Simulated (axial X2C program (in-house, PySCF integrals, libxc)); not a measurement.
## SbSe⁻: from the spin-free to the two-component result

Calculated with an in-house all-electron X2C program for linear molecules (integrals from PySCF). Spin-free means the one-electron spin-free X2C Hamiltonian; two-component (2c) means X2C with spin–orbit coupling and atomic mean-field two-electron Coulomb and Gaunt terms, so the difference of the two also holds small scalar two-electron terms. Basis: Sb dyall-acv3z [12s13p9d5f1g], Se dyall-acv3z [9s10p7d5f1g] (cores contracted in-house); Gaussian nuclei, density fitting, unrestricted open shells. Masses: Sb 120.904 u, Se 79.917 u.

Spin-free state: M_S = 1, Λ = 0 (beyond evenly filled blocks: π+α, π-α); fragments Sb + Se-.

| level | Re (Å) | ωe (cm⁻¹) | De (eV) | μ (D) |
| --- | --- | --- | --- | --- |
| PBE0 | 2.435 | 283.7 | 3.099 | -1.63 |

Dipoles are positive if Se is the positive end and refer to the centre of mass.

Two-component determinant lowest at the distance of the search:

Ω = 1 (⟨Sz⟩ = 1.00, ⟨Lz⟩ = 0.00 at PBE0); fragments Sb + Se-.

```
level  Re (Å)  ωe (cm⁻¹)  De (eV)  μ (D)
 PBE0   2.438      281.7    3.013  -1.61
```

Question: From the two tables, how do the constants change at the PBE0 level (2c against spin-free)?

Answer: At the PBE0 level Re goes up by 0.003 Å and ωe decreases by 2.0 cm⁻¹; De changes by -0.086 eV.

Occupations by symmetry block were frozen at the best pattern of an incomplete PBE0 search. Dissociation energies refer to the lowest single-determinant-based atoms at the same level and basis. Density functionals use the spin component along the axis (collinear). Other states lie close and PBE0, whose exact exchange favours high spin, may order them wrongly; the determinant shown need not be the ground state. The nearest other spin-free determinant of the search, M_S = 0, Λ = 2, lies 0.55 eV up at the distance of the search. Without a current term, density functionals place determinants with orbital angular momentum somewhat too high. With several unpaired electrons one determinant need not be a pure state. Open-shell Ω = 0 determinants with evenly filled partner blocks cannot be reached by this program, so the Ω shown need not be the lowest component. This is the Ω = 1 component of a π² triplet; the 0⁺ component is not one determinant and can lie lowest. The highest occupied level of some functionals is positive through self-interaction error; at Hartree–Fock it is bound.
